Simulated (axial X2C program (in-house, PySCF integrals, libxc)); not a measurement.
NaSe: cheaper levels and CCSD(T), two-component

Calculated with an axial X2C code built on PySCF integrals. Two-component (2c) means X2C with spin–orbit coupling and atomic mean-field two-electron Coulomb and Gaunt terms. Basis: Se dyall-cv3z [8s9p6d4f1g], Na dyall-cv3z [9s8p5d2f] (cores contracted in-house); Gaussian nuclei, density fitting, unrestricted open shells. Masses: Se 79.917 u, Na 22.990 u.

State: Ω = 3/2 (⟨Sz⟩ = 0.50, ⟨Lz⟩ = 1.00 at HF); fragments Se + Na.

| level | Re (Å) | ωe (cm⁻¹) | De (eV) |
| --- | --- | --- | --- |
| PBE0 | 2.603 | 269.9 | 2.34 |
| HF | 2.636 | 269.0 | n/a |
| MP2 | 2.605 | 273.2 | 2.18 |
| CCSD | 2.607 | 272.8 | 2.15 |
| PBEsol | 2.600 | 264.7 | 2.53 |

Correlated methods: 15 electrons correlated (number of frozen shells: Se 3 s, 2 p, 1 d; Na 1 s), 235 virtual spin orbitals or spinors in MP2, 90 natural virtuals in coupled cluster.

CCSD(T), same Hamiltonian and basis:

Re = 2.607 Å, ωe = 272.2 cm⁻¹, De = 2.18 eV; T1 = 0.006 (Lee–Taylor normalisation).

Task: Give the differences from CCSD(T) in the columns below.

Result: 

```
 level  ΔRe (Å)  Δωe (cm⁻¹)  ΔDe (eV)
  PBE0   -0.004        -2.3      0.16
    HF    0.029        -3.2       n/a
   MP2   -0.002         1.0      0.00
  CCSD    0.000         0.6     -0.03
PBEsol   -0.007        -7.5      0.35
```

Occupations by symmetry block were frozen at the best pattern of an incomplete PBE0 search. De is counted from the lowest determinant-based energies of the atoms at the same level, without counterpoise correction. De is not given where an atomic determinant may have missed its ground term or J level, or where the truncated virtual space spoils (T). Density functionals use the spin component along the axis (collinear). CCSD and (T) use frozen natural virtuals with an MP2 correction for the truncation; (T) itself is uncorrected, so its De runs slightly low. Without a current term, density functionals place determinants with orbital angular momentum somewhat too high.
